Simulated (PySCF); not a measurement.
## How methods differ on the ionisation energy of Rb(27+)

Rb(27+) [Ne] → Rb(28+) [He] 2s2 2p5 [2p1/2^2 2p3/2^3, M_J = 3/2], as a difference of total energies. Calculation: PySCF 2.14, in an even-tempered Gaussian basis (18 s from 9 bohr⁻², ratio 2.4; 12 p from 12 bohr⁻², ratio 2.4; 5 d from 49 bohr⁻², ratio 2.6; 5 f from 73 bohr⁻², ratio 2.6); the two-component X2C-1e Hamiltonian. Correlated levels: nothing frozen; the 34 highest virtual spinors dropped. "Screened" scales the spin-orbit matrix elements by Boettger's factors to mimic the two-electron term; Breit and QED terms are absent.

```json
{"method": "GHF (spin-free)", "ionisation energy (eV)": "3151.2"}
{"method": "GMP2 (spin-free)", "ionisation energy (eV)": "3152.7"}
{"method": "GHF (screened spin-orbit)", "ionisation energy (eV)": "3130.6"}
{"method": "GMP2 (screened spin-orbit)", "ionisation energy (eV)": "3132.1"}
```

For this ion Breit and QED terms and the two-electron picture change, all absent here, outweigh the correlation shift from GHF to GMP2.

The spin-free rows lack the spin-orbit shift.

For comparison: 3133.3 ± 1.8 eV (semi-empirical (NIST evaluation); NIST Atomic Spectra Database, ionization energies).
